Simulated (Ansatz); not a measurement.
Ideal-gas functions of CH$_{5}$FSiZn (`C[SiH2][Zn][F]`) at 400 K and 1 bar, from an Ansatz frequency run at PBE0-D4/def2-TZVP.

Molar mass 129.52 g/mol, point group Cs (symmetry number 1), electronic degeneracy 1, moments of inertia 36.299, 338.638, 366.004 u Å². Harmonic wavenumbers (cm⁻¹, unscaled): 86, 107, 171, 172, 317, 407, 605, 646, 669, 709, 877, 891, 935, 1277, 1453, 1453, 2198, 2202, 3056, 3140, 3145.

Use S(trans) = R[1.5 ln M + 2.5 ln T − 1.1517]; rotational temperatures θ = 24.2544 K / I; S(rot) = R[ln(√π/σ · √(T³/θAθBθC)) + 1.5]; for each mode x = 1.438777 ν̃/T, S = R[x/(eˣ − 1) − ln(1 − e⁻ˣ)] and H = RT x/(eˣ − 1); 1 cm⁻¹ = 0.0119627 kJ/mol; R = 8.31446 J/(mol·K).

**Question.** By hand: the entropy, in J/(mol·K).

**Answer.** Translation 175.6. Rotation: θ = 0.6682, 0.0716, 0.0663 K, giving 115.9. Vibration, mode by mode: 18.10, 16.30, 12.49, 12.44, 7.66, 5.85, 3.32, 2.95, 2.77, 2.47, 1.53, 1.47, 1.30, 0.47, 0.28, 0.28, 0.03, 0.03, 0.00, 0.00, 0.00, in all 89.7. Electronic 0.0. Sum 381.2 J/(mol·K).

**Question.** By hand: H − E and G − E in kJ/mol, counted from the electronic energy.

**Answer.** Zero-point energy ½ × 24516 × 0.0119627 = 146.6; thermal vibration 18.6; translation, rotation and pV give 4 RT = 13.3. H − E = 178.5 kJ/mol, and G − E = 178.5 − 400 × 381.2/1000 = 26.0 kJ/mol.

Vibration gives 24 % of the entropy, 34.4 J/(mol·K) of it from the modes under 150 cm⁻¹: soft modes count most, and the harmonic formula is weakest for them. The sum counts one conformer and one mirror image; others add a mixing term.
